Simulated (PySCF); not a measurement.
PySCF 2.14 output of an unrestricted LDA calculation on a single atom or ion in aug-cc-pVTZ with one added diffuse shell each of s, p, d, f, g type (9s8p6d4f3g, 118 functions), with no relativity, point nucleus:

```
SCF conv_tol = 1e-09
number electrons alpha = 15  beta = 10
    P. A. M. Dirac.,  Math. Proc. Cambridge Philos. Soc. 26, 376 (1930)
    F. Bloch.,  Z. Phys. 57, 545 (1929)
    S. H. Vosko, L. Wilk, and M. Nusair.,  Can. J. Phys. 58, 1200 (1980)
cycle= 1 E= -1260.73114042895  delta_E= -0.0194  |g|= 0.127  |ddm|= 1.44
cycle= 2 E= -1260.72607779416  delta_E= 0.00506  |g|= 0.216  |ddm|= 0.596
cycle= 3 E= -1260.73448445756  delta_E= -0.00841  |g|= 0.00688  |ddm|= 0.311
cycle= 4 E= -1260.73449680078  delta_E= -1.23e-05  |g|= 0.000604  |ddm|= 0.0178
cycle= 5 E= -1260.73449687388  delta_E= -7.31e-08  |g|= 2.02e-05  |ddm|= 0.00163
cycle= 6 E= -1260.73449687402  delta_E= -1.36e-10  |g|= 6.52e-07  |ddm|= 4.74e-05
converged SCF energy = -1260.73449687402  <S^2> = 8.7514322  2S+1 = 6.0004774
```

The run itself started from symmetry-adapted Hartree-Fock orbitals and held the occupation by maximum overlap, on a logarithmic radial grid, so the iterations belong to that start.

Q: Which element, charge and spin multiplicity is this?

A: Fe⁺ (iron, charge +1), multiplicity 6; the state was [Ar] 3d6 4p1, one real determinant (an excited configuration).

⟨L²⟩ = 8.01 against 12 for a pure F term, so this real determinant mixes terms.
